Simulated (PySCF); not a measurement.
Isomers of C7H14S, mass 130.082 u with the commonest isotopes. Method: PBE0-D3(BJ)/def2-SVP geometry optimisation, gas phase in PySCF. One conformer each, none proved a minimum here; rigid rotors.

Question: Order these by out-of-plane moment Σ m c² = (Ia + Ib − Ic)/2, smallest first.
A. `[CH3:1][CH:2]([CH3:3])[C@@H:4]1[CH2:5][C@H:6]1[CH2:7][SH:8]` with C1–C2–C4–C5 153°, C5–C6–C7–S8 -85°, C6–C7–S8–H 57°
B. `[CH3:1][C:2](=[S:3])[CH2:4][CH2:5][CH:6]([CH3:7])[CH3:8]` with C1–C2–C4–C5 -70°, C2–C4–C5–C6 -173°, C4–C5–C6–C7 -62°
C. `[CH3:1][S:2][C@@H:3]1[CH2:4][C@@H:5]1[CH:6]([CH3:7])[CH3:8]` with C1–S2–C3–C4 -74°, C4–C5–C6–C7 83°
D. `[CH3:1]/[CH:2]=[CH:3]/[S:4][C:5]([CH3:6])([CH3:7])[CH3:8]` with C2–C3–S4–C5 -135°

Answer: A (22.33 u·Å²), C (40.79 u·Å²), B (59.43 u·Å²), D (62.42 u·Å²).

Question: Order these by rotational constant A, largest first.
A. `[CH3:1][CH:2]([CH3:3])[C@@H:4]1[CH2:5][C@H:6]1[CH2:7][SH:8]` with C1–C2–C4–C5 153°, C5–C6–C7–S8 -85°, C6–C7–S8–H 57°
B. `[CH3:1][S:2][C@@H:3]1[CH2:4][C@@H:5]1[CH:6]([CH3:7])[CH3:8]` with C1–S2–C3–C4 -74°, C4–C5–C6–C7 83°
C. `[CH3:1]/[CH:2]=[CH:3]/[S:4][C:5]([CH3:6])([CH3:7])[CH3:8]` with C2–C3–S4–C5 -135°

Answer: A (4342 MHz), C (3312 MHz), B (3103 MHz).

Question: Order these by rotational constant C, smallest first.
A. `[CH3:1]/[CH:2]=[CH:3]/[S:4][C:5]([CH3:6])([CH3:7])[CH3:8]` with C2–C3–S4–C5 -135°
B. `[CH3:1][S:2][C@@H:3]1[CH2:4][C@@H:5]1[CH:6]([CH3:7])[CH3:8]` with C1–S2–C3–C4 -74°, C4–C5–C6–C7 83°
C. `[CH3:1][CH:2]([CH3:3])[C@@H:4]1[CH2:5][C@H:6]1[CH2:7][SH:8]` with C1–C2–C4–C5 153°, C5–C6–C7–S8 -85°, C6–C7–S8–H 57°
D. `[CH3:1][C:2](=[S:3])[CH2:4][CH2:5][CH:6]([CH3:7])[CH3:8]` with C1–C2–C4–C5 -70°, C2–C4–C5–C6 -173°, C4–C5–C6–C7 -62°

Answer: C (620.1 MHz), D (655.4 MHz), A (817.9 MHz), B (858.1 MHz).

```json
{"SMILES": "CC(C)[C@@H]1C[C@H]1CS", "point group": "C1", "Ia (u·Å²)": "116.40", "Ib (u·Å²)": "743.31", "Ic (u·Å²)": "815.05", "κ": "-0.97", "μa (D)": "1.67", "μb (D)": "0.52", "μc (D)": "0.41"}
{"SMILES": "C/C=C/SC(C)(C)C", "point group": "C1", "Ia (u·Å²)": "152.59", "Ib (u·Å²)": "590.17", "Ic (u·Å²)": "617.93", "κ": "-0.97", "μa (D)": "0.03", "μb (D)": "1.47", "μc (D)": "0.09"}
{"SMILES": "CC(=S)CCC(C)C", "point group": "C1", "Ia (u·Å²)": "152.90", "Ib (u·Å²)": "737.08", "Ic (u·Å²)": "771.13", "κ": "-0.98", "μa (D)": "2.29", "μb (D)": "1.72", "μc (D)": "0.40"}
{"SMILES": "CS[C@@H]1C[C@@H]1C(C)C", "point group": "C1", "Ia (u·Å²)": "162.87", "Ib (u·Å²)": "507.65", "Ic (u·Å²)": "588.94", "κ": "-0.88", "μa (D)": "0.35", "μb (D)": "1.36", "μc (D)": "0.15"}
```
